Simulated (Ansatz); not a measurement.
Born–Oppenheimer molecular dynamics of ClFH$_{6}$OSi (10 atoms, charge 0, multiplicity 1). It starts at the highest image of a converged band, a first-order saddle point between two minima.

Theory: Ansatz 0.2.0, RKS BLYP/def2-SVP.

```
ensemble                      : NVE (velocity Verlet)
time step                     : 0.5 fs
steps asked                   : 200
starting velocities drawn for : 100 K
seed                          : 4696
```

First frame:

```xyz
10
Properties=species:S:1:pos:R:3
Si -1.391 0.338 0.528
Cl 0.291 1.576 -0.753
H -2.448 -0.720 0.330
H -0.974 0.510 1.954
H -2.188 1.563 0.155
H 1.026 -0.967 -0.076
F -0.211 -1.067 0.171
H 1.673 0.371 -0.589
O 2.046 -0.615 -0.410
H 2.176 -0.989 -1.309
```

Q: How far do the bonds stretch over the last three quarters of this one trajectory? (Pairs bonded in most of those frames.)

A: 
| bond | mean (Å) | spread (Å) | shortest | longest |
| --- | --- | --- | --- | --- |
| Si1–H3 | 1.506 | 0.007 | 1.50 | 1.52 |
| Si1–H4 | 1.492 | 0.011 | 1.47 | 1.51 |
| Si1–H5 | 1.498 | 0.014 | 1.47 | 1.52 |
| Si1–F7 | 1.685 | 0.061 | 1.60 | 1.82 |
| Cl2–H8 | 1.378 | 0.065 | 1.31 | 1.61 |
| H6–O9 | 0.991 | 0.014 | 0.98 | 1.05 |
| O9–H10 | 0.980 | 0.003 | 0.98 | 0.99 |

Mean temperature of the second half: 839 K. The conserved energy stayed within 0.018 meV per atom of its start (net change 0.0054 meV per atom), so the integration is sound. The kinetic energy rose, since the run started high on the potential surface and went downhill. It ends in pieces (ClH + FH3Si + H2O), so much of that is their flight and rotation, not heat. A run of 0.1 ps of so small a system gives no equilibrium averages. The orbitals stay closed-shell, which can raise the energy where a bond breaks towards radicals; this wasn't checked here.

Time of the run: 3.4 min on 2 threads of Intel(R) Xeon(R) Platinum 8488C (Sapphire Rapids), with other jobs on the host, peak memory 0.14 GiB.
